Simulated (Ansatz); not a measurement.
`C[SiH2][SiH2]O` + `C[SiH](O)O` → `C[SiH](O)O[SiH2]O` + `C[SiH3]`  (cleavage of the Si–Si bond)

Program: Ansatz. Geometries: PBE0-D4/def2-TZVP. ΔE: electronic, gas phase. CCSD(T)/CBS is the MP2 limit (def2-TZVPP, def2-QZVPP) plus CCSD(T) − MP2 in def2-TZVPP, frozen cores. This one scheme is used for every species. DFT in def2-TZVPP. One conformer a species, not always the lowest.

CCSD(T)/CBS gives -143.2 kJ/mol.

**Question.** Another level gave -116.3 kJ/mol. Which?
A. PBE-D4/def2-TZVPP
B. HF/def2-TZVPP
C. B2PLYP/def2-TZVPP
D. r2SCAN/def2-TZVPP

**Answer.** A. PBE-D4 -116.3, HF/def2-TZVPP -165.3, B2PLYP -145.6, r2SCAN -137.5 kJ/mol.

Largest T1 diagnostic among the species: 0.012.

The D4 term adds −3.6 kJ/mol with B3LYP and −1.9 kJ/mol with PBE0; it sums over pairs of atoms, weighted by their polarisabilities, and B3LYP, whose exchange is more repulsive, gets the larger term. From PBE to PBE0 (25 % exact exchange), in def2-TZVPP and without D4, ΔE moves by −10.0 kJ/mol. In def2-TZVPP, CCSD(T) changes the Hartree–Fock value by +20.7 kJ/mol (the triples alone add +2.6 kJ/mol) and MP2 by +14.8 kJ/mol.

B3LYP here is the variant with VWN-RPA as its local correlation; programs differ in this.
